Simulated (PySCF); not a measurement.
```xyz
4

S     -1.1835     0.5800     0.0099
B      0.5595     0.7437     0.0107
Br     1.9179    -0.5538    -0.0121
H     -1.2940    -0.7699    -0.0085
```

Charge 0, multiplicity 2.

### Question
Give the Mulliken and meta-Löwdin atomic charges from PBE0-D3(BJ)/def2-TZVP run with PySCF.

### Answer

```tsv
atom	Mulliken (e)	meta-Löwdin (e)
S1	-0.12	0.04
B2	0.01	-0.14
Br3	-0.05	0.00
H4	0.16	0.10
```
